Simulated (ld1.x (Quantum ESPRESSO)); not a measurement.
## Before and after: TM potential for boron

boron, norm-conserving Troullier–Martins (Kleinman–Bylander form), made with ld1.x (Quantum ESPRESSO) 7.5 (LDA (PZ), non-relativistic). Core [He], reference 2s2 2p0 (charge +1). Waves: 2p (bound, empty): rc 1.75 bohr; 3d channel at -0.15 Ry: rc 1.50 bohr; 2s (bound): rc 1.05 bohr. Local part: the s channel. Core correction: a·sin(br)/r model core inside 0.80 bohr.

Change: core correction none.

Cutoffs: the cutoffs (Ry, on a coarse ladder) from which the occupation-weighted sum of valence levels, in a spherical-Bessel basis at the reference potential, stays within 10 and 1 mRy of its value at 400 Ry; they do not see the model core or the augmentation charge, which bear on the density cutoff. Errors are all-electron minus pseudo energies relative to the spin-unpolarised reference configuration.

Predict the effect on cutoff, ghosts and configuration errors.

The potential gets neither clearly harder nor softer (50 Ry and 110 Ry → 50 Ry and 110 Ry); of the 9 tests that both files solve, the error grows in 9 and shrinks in 0 by more than 15 % and 0.3 meV (median size 18.0 → 47.7 meV); neither file shows a bound ghost. Exchange and correlation are not linear in the density, so unscreening with the valence charge alone errs where core and valence overlap; a model core restores that term.

| quantity | base | changed |
| --- | --- | --- |
| cutoff, loose | 50 Ry | 50 Ry |
| cutoff, tight | 110 Ry | 110 Ry |
| bound ghosts | none | none |
| error for 2s2 2p1, meV [ΔE -8.33 eV] | +10 | +23 |
| error for 2s1 2p0, meV [ΔE 25.30 eV] | +22 | +51 |
| error for 2s2 2p0.5, meV [ΔE -5.38 eV] | +4.3 | +9.9 |
| error for 2s1 2p2, meV [ΔE -2.65 eV] | +21 | +48 |
| error for 2s2 2p1.3, meV [ΔE -9.10 eV] | +12 | +28 |
| error for 2s0 2p3, meV [ΔE 3.06 eV] | +42 | +90 |
| error for 2s1 2p1, meV [ΔE 5.95 eV] | +7.3 | +15 |
| error for 2s2 2p1 (spin-polarised), meV [ΔE -8.56 eV] | +18 | +52 |
| error for 2s1 2p0 (spin-polarised), meV [ΔE 24.57 eV] | +25 | +143 |
| s: phases at 1.91 bohr within 0.05 rad from the reference energy up to (Ry; the scan ends near 5) | 3.3 | 3.3 |
| p: phases at 1.91 bohr within 0.05 rad from the reference energy up to (Ry; the scan ends near 5) | 3.0 | 3.0 |
| d: phases at 1.91 bohr within 0.05 rad from the reference energy up to (Ry; the scan ends near 5) | to the end of the scan | to the end of the scan |
